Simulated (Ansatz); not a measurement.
```yaml
crystal:
  periodic: [false, false, false]
  atoms:
    - {symbol: C, position_ang: [-0.101271, -1.918051, 0.033197]}
    - {symbol: N, position_ang: [0.078449, -0.583280, 0.560872]}
    - {symbol: C, position_ang: [-0.035984, 0.435989, -0.444949]}
    - {symbol: C, position_ang: [0.282085, 1.797344, 0.122962]}
    - {symbol: F, position_ang: [1.539701, 1.898668, 0.551592]}
    - {symbol: F, position_ang: [0.093879, 2.746938, -0.803986]}
    - {symbol: F, position_ang: [-0.518493, 2.091099, 1.162286]}
    - {symbol: H, position_ang: [0.710931, -2.149064, -0.661256]}
    - {symbol: H, position_ang: [-1.053073, -2.064724, -0.502934]}
    - {symbol: H, position_ang: [-0.052678, -2.640511, 0.849013]}
    - {symbol: H, position_ang: [-0.582505, -0.406919, 1.306446]}
    - {symbol: H, position_ang: [0.689231, 0.246410, -1.241224]}
    - {symbol: H, position_ang: [-1.029872, 0.511502, -0.917321]}
basis:
  gaussian: {orbitals: aug-cc-pVTZ}
total_charge: -3
magnetization: {spin_polarized: true, initial_magnetization: 1}
hamiltonian: {xc: {name: r2SCAN0}, dispersion: d3bjatm}
output: {forces: true}
```

```sh
$ ansatz run in.yaml --threads 2 --pin off --events-out ev --progress --plain --max-ram 20480MiB --backend cuda --devices 0, --max-vram 18GiB
```

It prints (some lines left out):

```
Functional definition: r2SCAN0
1813 factors; their error is unknown
mean field evaluation 1: about -12484.8172 eV, gradient 2.0e2 eV
mean field evaluation 2: about -10858.5368 eV, gradient 5.8e2 eV
mean field evaluation 4: about -12666.9812 eV, gradient 1.7e2 eV
mean field evaluation 8: about -12839.0249 eV, gradient 2.6e0 eV
mean field evaluation 16: about -12839.2201 eV, gradient 2.1e-1 eV
mean field evaluation 32: about -12839.2248 eV, gradient 9.0e-3 eV
mean field evaluation 64: about -12839.2247 eV, gradient 9.9e-5 eV
a density is far from that of the atoms, so the factors are made again for it
2794 factors; integrals over basis functions are off by at most 8.3e-4 eV
mean field -12839.22383462 eV, -471.8327731839 hartree, gradient 2.1e-7 eV, S^2 1.510536; 0 other end points of the search recorded, 0 dependent functions left out
reference -12839.22387634 eV, -471.8327747168 hartree; 31, 30 occupied and 429, 430 virtual orbitals, 2794 factors
Total energy: -12839.29641057 eV, -471.8354403009 hartree
Atom 0 at    -0.101271    -1.918051     0.033197 Å, force     0.021168    -0.132723     0.137894 eV/Å
Atom 1 at     0.078449    -0.583280     0.560872 Å, force    -0.095960     0.149059     0.105081 eV/Å
Atom 2 at    -0.035984     0.435989    -0.444949 Å, force     0.050516     0.022115    -0.144903 eV/Å
Atom 3 at     0.282085     1.797344     0.122962 Å, force    -0.145199    -0.344741    -0.424222 eV/Å
Atom 4 at     1.539701     1.898668     0.551592 Å, force    -0.140708     0.129993     0.048394 eV/Å
Atom 5 at     0.093879     2.746938    -0.803986 Å, force     0.077108    -0.071088     0.303544 eV/Å
Atom 6 at    -0.518493     2.091099     1.162286 Å, force     0.169761     0.095468    -0.037171 eV/Å
Atom 7 at     0.710931    -2.149064    -0.661256 Å, force    -0.113586     0.064090     0.116996 eV/Å
Atom 8 at    -1.053073    -2.064724    -0.502934 Å, force     0.165614     0.050027     0.112906 eV/Å
Atom 9 at    -0.052678    -2.640511     0.849013 Å, force    -0.063492    -0.046732    -0.186685 eV/Å
Atom 10 at    -0.582505    -0.406919     1.306446 Å, force     0.065998    -0.088397    -0.185735 eV/Å
Atom 11 at     0.689231     0.246410    -1.241224 Å, force    -0.098153     0.121992     0.050152 eV/Å
Atom 12 at    -1.029872     0.511502    -0.917321 Å, force     0.106933     0.050938     0.103748 eV/Å
Dipole moment:     0.800942     4.765692     0.953199 e Å
```

Q: What is wrong with this run?

A: The charge is far from anything that the molecule holds. Self-consistency was reached. The result belongs to that input, not to the molecule as meant.
